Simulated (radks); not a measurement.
Q: Valence configurations of neutral technetium (all share [Kr]). All-electron calculation, Dirac Kohn-Sham, BLYP, spin-unpolarised, spherical densities, finite nucleus; open shells fill j = l - 1/2 first; Fermi nuclear charge, rms radius 4.4112 fm. Program: a radial shooting solver on a logarithmic mesh with Libxc functionals. Order these by energy: 4d7; 4d5 5s2; 4d5 5s1 5p1; 4d4 5s2 5p1; 4d4 5s1 5p2; 4d3 5s2 5p2; 4d4 5s1.5 5p1.5; 4d5 5p2; 4d4.5 5s2 5p0.5; 4d5 5s0.5 5p1.5.

A: From the lowest, in eV above it: 4d7 0.000; 4d5 5s2 0.229; 4d4.5 5s2 5p0.5 2.994; 4d5 5s1 5p1 3.867; 4d5 5s0.5 5p1.5 5.771; 4d4 5s2 5p1 6.425; 4d5 5p2 7.727; 4d4 5s1.5 5p1.5 8.533; 4d4 5s1 5p2 10.688; 4d3 5s2 5p2 15.709. NIST lists [Kr] 4d5 5s2 as the ground configuration; this level of theory puts 4d7 lower, by 0.229 eV. The energies are those of spherical spin-averaged densities, not of single terms.
